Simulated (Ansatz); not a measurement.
`CC(=O)SCCCCc1c(F)c(F)c(F)c(F)c1F` was relaxed with PBE-D4 (def2-SVP) in Ansatz in these states: charge -1 doublet, neutral singlet. The geometries follow in no particular order.

A:

Cartesian coordinates in Å:
```
C 0.912 -1.155 4.378
C -0.038 -0.937 3.221
O -0.109 -1.659 2.243
S -1.049 0.547 3.418
C -1.934 0.497 1.820
C -1.105 1.017 0.647
C -1.877 0.969 -0.675
C -1.044 1.409 -1.896
C 0.153 0.525 -2.145
C 1.434 0.866 -1.681
F 1.618 2.025 -1.026
C 2.547 0.033 -1.879
F 3.755 0.386 -1.429
C 2.379 -1.193 -2.545
F 3.425 -1.999 -2.735
C 1.109 -1.567 -3.016
F 0.949 -2.730 -3.653
C 0.018 -0.710 -2.802
F -1.190 -1.089 -3.251
H 1.193 -2.225 4.422
H 0.471 -0.831 5.342
H 1.832 -0.557 4.209
H -2.857 1.092 1.975
H -2.223 -0.561 1.654
H -0.763 2.053 0.854
H -0.193 0.390 0.566
H -2.253 -0.062 -0.850
H -2.776 1.620 -0.612
H -1.689 1.395 -2.798
H -0.695 2.451 -1.756
```

B:

```xyz
30

C     1.849    0.237    5.093
C     1.733    0.848    3.718
O     1.106    1.882    3.470
S     2.561   -0.166    2.444
C     2.162    0.819    0.957
C     1.350    0.057   -0.091
C     1.088    0.905   -1.340
C     0.362    0.152   -2.475
C    -1.023   -0.331   -2.135
C    -1.298   -1.674   -1.773
F    -0.243   -2.504   -1.498
C    -2.592   -2.168   -1.648
F    -2.785   -3.454   -1.217
C    -3.711   -1.310   -1.802
F    -4.928   -1.864   -2.201
C    -3.457    0.053   -2.095
F    -4.499    0.941   -2.120
C    -2.154    0.522   -2.214
F    -1.940    1.867   -2.367
H     2.011    1.041    5.844
H     2.676   -0.501    5.154
H     0.903   -0.283    5.373
H     3.121    1.181    0.527
H     1.606    1.697    1.355
H     1.879   -0.877   -0.381
H     0.386   -0.270    0.350
H     0.488    1.800   -1.064
H     2.059    1.291   -1.731
H     0.310    0.829   -3.358
H     0.981   -0.721   -2.776
```

**Question.** Judge from the bond lengths which geometry belongs to which state (an estimate).

**Answer.** A is the neutral singlet (C14–F15 1.334 Å, C12–F13 1.336 Å, C16–F17 1.336 Å); B is the charge -1 doublet (C14–F15 1.395 Å, C12–F13 1.370 Å, C16–F17 1.369 Å).

At PBE-D4/def2-SVP the highest occupied level of the relaxed charge -1 doublet lies above zero (up to 1.54 eV). Energy differences disagree on whether the electron is bound (positive means bound): -0.14 eV (each at its own geometry, to the charge 0 singlet, at PBE0-D4/def2-TZVP), but 0.28 eV at PBE-D4/def2-TZVP. At PBE-D4/def2-SVP the gap within one spin of the relaxed charge -1 doublet nearly closes, so an electron or hole may be smeared out by delocalisation error.
